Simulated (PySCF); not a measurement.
Atom-mapped SMILES (the numbers label the heavy atoms): `[CH:1]#[C:2][c:3]1[cH:4][cH:5][cH:6][c:7]([CH3:8])[cH:9]1` (H(Xn): hydrogen on atom n).

Geometry: GFN2-xTB; GIAO absolute shieldings from PySCF 2.14.0 with density-fitted response routines, gas phase, non-relativistic, averaged over equivalent atoms.

At PBE0/pcSseg-1 (193 basis functions, roughly 70 core-seconds):
```
atoms  σ (ppm)
   C7     43.4
   C9     47.3
   C4     50.3
   C6     52.2
   C5     53.2
   C3     59.9
   C2     97.4
   C1    100.2
   C8    163.0
H(C9)    24.03
H(C4)    24.04
H(C5)    24.16
H(C6)    24.24
H(C1)    28.95
H(C8)    29.22
```

What do these become at LDA/pcSseg-1?

## Answers


| atoms | σ at LDA/pcSseg-1 | change |
| --- | --- | --- |
| C7 | 35.9 | -7.5 |
| C9 | 40.7 | -6.6 |
| C4 | 44.0 | -6.3 |
| C6 | 45.8 | -6.4 |
| C5 | 46.3 | -6.9 |
| C3 | 53.7 | -6.2 |
| C2 | 85.8 | -11.6 |
| C1 | 92.7 | -7.5 |
| C8 | 158.8 | -4.2 |
| H(C9) | 23.63 | -0.40 |
| H(C4) | 23.63 | -0.41 |
| H(C5) | 23.73 | -0.43 |
| H(C6) | 23.84 | -0.40 |
| H(C1) | 28.66 | -0.29 |
| H(C8) | 28.80 | -0.42 |

The largest change is at C2 (alkyne carbon). Cost: 193 basis functions, of the order of 110 core-seconds. The order of the carbon signals is the same at both levels.
